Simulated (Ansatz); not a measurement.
Cost and result up the ladder for Ge₁₈BH₂₈, a doped nanocrystal cut from the lattice of germanium (B on an inner site) (47 atoms). Total charge 0; doublet. Geometry: PBE-D4/def2-SVP.

```xyz
47

Ge   -0.8545    0.9077    1.8130
Ge   -2.9817    1.8028   -2.7211
Ge    0.3554   -2.3318    3.7360
Ge   -1.3190   -1.2786   -0.7387
Ge    2.7350    0.8988    3.3553
Ge    0.6119    1.7467   -1.1902
Ge    1.5475   -1.2256    0.1509
Ge   -0.0999   -0.4658   -4.3924
Ge   -1.5635   -0.8560    3.3624
Ge    0.7594    2.2988    3.0370
Ge    2.1610   -1.0250    4.7617
Ge   -3.4329   -0.0310   -1.1717
Ge   -1.2651    3.2350   -1.7382
B    -0.0195    0.2163    0.0504
Ge   -2.1429    0.8278   -4.8078
Ge    1.2044   -3.1789    1.6005
Ge   -0.7039   -2.3004   -2.8865
Ge    3.4316    0.0450    1.1753
Ge    1.5505    0.9987   -3.3290
H    -2.0856    1.8305    1.5336
H    -4.3216    2.5639   -2.9760
H     0.0020   -3.5192    4.6858
H    -1.6543   -2.3816    0.3152
H     3.9331    1.6872    3.9736
H     1.6768    2.6476   -0.4833
H     2.0252   -1.6743   -1.2668
H     0.4134   -1.0314   -5.7539
H    -2.0108   -0.2554    4.7299
H    -2.7585   -1.6801    2.7988
H     0.2022    2.7361    4.4240
H     1.1288    3.5792    2.2331
H     1.7131   -0.5075    6.1613
H     3.4244   -1.9138    4.9633
H    -4.0171    0.4324    0.1935
H    -4.3987   -1.0904   -1.7919
H    -1.8161    3.9447   -0.4675
H    -0.8475    4.3278   -2.7663
H    -3.2421   -0.0825   -5.4321
H    -1.8471    1.9786   -5.8156
H     0.2609   -4.2388    0.9651
H     2.5944   -3.8499    1.8223
H    -1.9656   -3.0327   -3.4377
H     0.4327   -3.3521   -2.7463
H     3.8719    1.1561    0.1796
H     4.5891   -0.9960    1.3025
H     1.8327    2.2077   -4.2722
H     2.8909    0.2295   -3.1388
```

Ansatz on 11 threads of AMD EPYC 7R13 on a shared host and a whole NVIDIA H100 80GB HBM3. Times are rough, and most runs start from the orbitals of an earlier one. r2SCAN0-D4/def2-TZVP serves as the yardstick here, not as an exact answer. Differences are given only for rows in sets of like size (and for xTB, whose basis is part of the method), since another set adds its own error. Binding counts from free atoms at the same level (Ge triplet, B doublet, H doublet; other spins of the atoms weren't run), without zero-point energy or a counterpoise term.

Correlated methods freeze 163 core orbitals; core or outer-core shells of Ge are correlated, in sets that lack core-valence functions. The rows differ in basis, and correlated rows in double-zeta sets carry the largest basis error. Single mean-field runs in def2-SVP, def2-TZVP are fitted with def2-universal-jkfit.

Correlated methods converge slowly with the basis, most of all in double-zeta sets.

```csv
level,functions,binding energy per atom (eV),difference from r2SCAN0-D4/def2-TZVP (eV)
r2SCAN0-D4/def2-TZVP (with forces),1063,2.91,0.00
PBE0-D4/def2-SVP,730,2.90,–
r2SCAN-D4/def2-TZVP (with forces),1063,2.93,0.02
MP2/def2-SVP,730,2.71,–
PBE-D4/def2-TZVP,1063,2.90,-0.01
PBE0-D4/def2-TZVP,1063,2.89,-0.01
PBE-D4/def2-SVP,730,2.90,–
```

Q: Estimate how long each takes.

A: PBE-D4/def2-TZVP 11 s; PBE-D4/def2-SVP 11 s; r2SCAN-D4/def2-TZVP (with forces) 15 s; PBE0-D4/def2-SVP 17 s; PBE0-D4/def2-TZVP 22 s; MP2/def2-SVP 24 s; r2SCAN0-D4/def2-TZVP (with forces) 30 s. On shared hardware such times vary by a factor of up to 3.
